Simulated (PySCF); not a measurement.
# One molecule, many functionals

Compound: BF2GeH3.
SMILES: `F[B](F)[GeH3]`

Linear-response calculations in the def2-SVPD basis (PySCF; singlets by full response, triplets Tamm–Dancoff, core orbitals frozen in the response; HF means time-dependent Hartree–Fock). 'Strongest' is the level of largest summed f among the singlets computed (10 roots, of which the last may lack a degenerate partner); it can jump between rows when another state enters that window. S1 is the lowest singlet of each run and needn't be the same state throughout; f(S1) is that of one state. Geometry: PBE0-D3(BJ)/def2-SVP; no solvent, vibrations or thermal averaging. The B3LYP/def2-SVPD calculation is non-relativistic and has no spin–orbit coupling, an omission that weighs most on germanium.

| functional | kind | S1 (eV) | f(S1) | strongest (eV) | T1 (eV) | HOMO (eV) | gap (eV) | ionisation energy, ΔSCF (eV) |
| --- | --- | --- | --- | --- | --- | --- | --- | --- |
| B3LYP | global hybrid, 20% exact exchange | 6.53 | 0.034 | 8.56 | 5.33 | -8.87 | 7.53 | 11.43 |
| PBE0 | global hybrid, 25% exact exchange | 6.61 | 0.036 | 8.79 | 5.27 | -9.08 | 7.97 | 11.41 |
| BHandHLYP | global hybrid, 50% exact exchange | 6.91 | 0.043 | 9.21 | 5.57 | -10.35 | 10.24 | 11.62 |
| CAM-B3LYP | range-separated hybrid | 6.69 | 0.037 | 8.91 | 5.46 | -10.47 | 10.49 | 11.57 |
| LC-wPBE | range-separated hybrid | 6.85 | 0.039 | 9.47 | 5.46 | -11.79 | 13.05 | 11.62 |

**Question.** What does wB97X-D (range-separated hybrid) give?

**Answer.** S1 (eV) 6.74, f(S1) 0.038, strongest (eV) 9.05, T1 (eV) 5.55, HOMO (eV) -10.94, gap (eV) 11.73, ionisation energy, ΔSCF (eV) 11.47. S1 runs from 6.53 eV (B3LYP) to 6.91 eV (BHandHLYP), a spread of 0.38 eV, while the orbital gap spreads over 5.5 eV. Along B3LYP (20%), PBE0 (25%), BHandHLYP (50%) S1 rises with the share of exact exchange. −ε(HOMO) comes closest to its own ΔSCF ionisation energy with LC-wPBE (+0.17 eV) and misses most with B3LYP (-2.56 eV).
